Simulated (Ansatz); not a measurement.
```yaml
crystal:
  periodic: [false, false, false]
  atoms:
    - {symbol: C, position_ang: [-0.641318, 0.916222, -0.437813]}
    - {symbol: Ge, position_ang: [0.394586, -0.758238, 0.171111]}
    - {symbol: O, position_ang: [0.945082, -0.411598, 1.935878]}
    - {symbol: H, position_ang: [0.032321, 1.716976, -0.642080]}
    - {symbol: H, position_ang: [-1.346275, 0.940013, 0.480083]}
    - {symbol: H, position_ang: [-0.943668, 0.698058, -1.181492]}
    - {symbol: H, position_ang: [1.701372, -1.100775, -0.719920]}
    - {symbol: H, position_ang: [-0.251458, -2.058657, 0.329819]}
basis:
  gaussian: {orbitals: cc-pVTZ}
magnetization: {spin_polarized: true, initial_magnetization: 1}
hamiltonian: {xc: {name: wPBEh}}
relax: {f_tol: 0.0001, max_steps: 1}
output: {forces: true}
```

```sh
$ ansatz run in.yaml --threads 2 --pin off --events-out ev --progress --plain --max-ram 22528MiB --backend cuda --devices 0, --max-vram 18GiB
```

**Question.** How does Ansatz answer? (An estimate is asked.)

**Answer.** The calculation gave: The run did not converge.
```
Functional definition: wPBEh
1054 factors; their error is unknown
100 factors; integrals over basis functions are off by at most 1.9e-7 eV
mean field evaluation 1: about -59657.4652 eV, gradient 5.5e1 eV
mean field evaluation 2: about -59562.7468 eV, gradient 1.3e2 eV
mean field evaluation 4: about -59669.2556 eV, gradient 2.0e1 eV
mean field evaluation 8: about -59671.0006 eV, gradient 2.4e-1 eV
mean field evaluation 16: about -59671.2015 eV, gradient 9.4e-2 eV
mean field evaluation 32: about -59671.2265 eV, gradient 8.6e-6 eV
mean field -59671.22646121 eV, -2192.8771258395 hartree, gradient 8.6e-6 eV, S^2 0.754018; 2 other end points of the search recorded, 0 dependent functions left out
reference -59671.22649668 eV, -2192.8771271431 hartree; 26, 25 occupied and 147, 148 virtual orbitals, 1054 factors
relax step   1: F+E_penalty+E_count = -59671.22646121 eV  Δ(F+E_penalty+E_count) = +0.000e0 eV  max|allowed force component| = 1.846e1 eV/Å  Δτ_max = 0.0000 Å  (115 SCF iters, accepted)
Error: geometry relaxation did not converge after 1 steps: max|allowed force component| = 1.85e1 eV/Å (threshold 1.0e-4). Raise `relax.max_steps` over both its present limit and 1, loosen `relax.f_tol`, or start from a geometry closer to equilibrium. Where this run's directory can be resumed (`checkpoint.write`), a resume goes on for up to `relax.max_steps` more
```
